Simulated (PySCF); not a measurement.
A GIAO shielding run with PySCF 2.14 (density fitting, non-relativistic, gas phase) on SMILES FC(OC[C@H](C(=O)[O-])F)(F)F, [C₄H₃F₄O₃]-:

```
{"job": {"kind": "nmr", "xc": "PBE0", "basis": "pcSseg-1"}, "charge": -1, "multiplicity": 1}
O     -2.456106     1.351393    -0.555052
C     -2.471954     0.282506     0.050953
O     -3.369321    -0.377499     0.541784
C     -0.961857    -0.383941     0.172356
F     -0.879455    -1.279613     1.231650
C      0.040656     0.720406     0.343376
O      1.385094     0.472639    -0.200109
C      2.151850    -0.352656     0.447094
F      3.399331    -0.291864    -0.066252
F      2.301192    -0.086864     1.764878
F      1.818513    -1.654251     0.387698
H     -0.780174    -0.961976    -0.740599
H      0.133991     0.986144     1.399093
H     -0.312440     1.575102    -0.238986
```

Hardware: 1 thread of an Arm Neoverse V2, shared host. The job also computes population analyses, field gradients.

(1) How large is the calculation?

(2) How long does it take?

Answers

(1) 88 electrons, 202 basis functions and 1049 auxiliary functions.

(2) 31 s of wall time, with 15 SCF cycles and 5 response iterations. Times on a shared host scatter by some tens of per cent.
